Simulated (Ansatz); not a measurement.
Abridged output of a molecular run in Ansatz:

```
Functional definition: HF
1837 factors; integrals over basis functions are off by at most 1.0e-3 eV
mean field evaluation 1: about -28068.5888 eV, gradient 5.8e1 eV
mean field evaluation 2: about -28069.0216 eV, gradient 5.9e1 eV
mean field evaluation 4: about -28075.8347 eV, gradient 1.2e1 eV
mean field evaluation 8: about -28076.1821 eV, gradient 1.1e0 eV
mean field evaluation 16: about -28076.1868 eV, gradient 1.7e-6 eV
mean field -28076.18675886 eV, -1031.7808326653 hartree, gradient 1.8e-6 eV, S^2 0.000000; 0 other end points of the search recorded, 0 dependent functions left out
13 core orbitals not correlated: weight in the atoms' cores, before any rotation towards them, 1.000 or more for the frozen orbitals, at most 0.000 for the correlated occupied ones
reference -28076.18675886 eV, -1031.7808326653 hartree; 23, 23 occupied and 267, 267 virtual orbitals, 1837 factors
second order -40.71787368 eV of doubles, -0.00000000 eV of singles
cycle   1  -37.73307629 eV  change     3.0e0 eV  update   3.1e-1
cycle   2  -39.48746814 eV  change    -1.8e0 eV  update   2.1e-1
cycle   3  -39.93671244 eV  change   -4.5e-1 eV  update   4.6e-2
cycle   4  -39.95880305 eV  change   -2.2e-2 eV  update   2.1e-2
cycle   5  -39.93725077 eV  change    2.2e-2 eV  update   6.5e-3
cycle   6  -39.93659427 eV  change    6.6e-4 eV  update   3.2e-3
cycle   7  -39.93738010 eV  change   -7.9e-4 eV  update   1.3e-3
cycle   8  -39.93646688 eV  change    9.1e-4 eV  update   6.1e-4
cycle   9  -39.93657993 eV  change   -1.1e-4 eV  update   3.0e-4
cycle  10  -39.93720336 eV  change   -6.2e-4 eV  update   1.4e-4
cycle  11  -39.93698067 eV  change    2.2e-4 eV  update   7.9e-5
cycle  12  -39.93681479 eV  change    1.7e-4 eV  update   4.3e-5
cycle  13  -39.93691878 eV  change   -1.0e-4 eV  update   2.2e-5
cycle  14  -39.93687433 eV  change    4.4e-5 eV  update   1.1e-5
perturbative correction -2.40559901 eV, -0.0884041330 hartree
Total energy: -28118.52923220 eV, -1033.3368898597 hartree
```

Its atoms:

Cartesian coordinates in Å:
```
C 1.944 0.047 -0.940
O 0.891 0.166 -0.018
W -0.929 -0.178 0.032
N -1.621 0.319 1.759
S -1.248 -2.260 -0.288
S -1.890 0.980 -1.478
H 1.737 0.651 -1.828
H 2.861 0.403 -0.466
H 2.071 -0.998 -1.236
H -1.756 -0.337 2.514
H -2.060 1.207 1.948
```

Question: Which basis set was used?
A. def2-TZVPP
B. def2-TZVPPD
C. def2-SVPD
D. cc-pV(D+d)Z

Answer: A. It gives 303 functions.

Question: Write the keys of the input that set method, charge and spin (a neutral closed shell needs none for the last two).

Answer: 
```yaml
correlation: {method: ccsd_t}
```
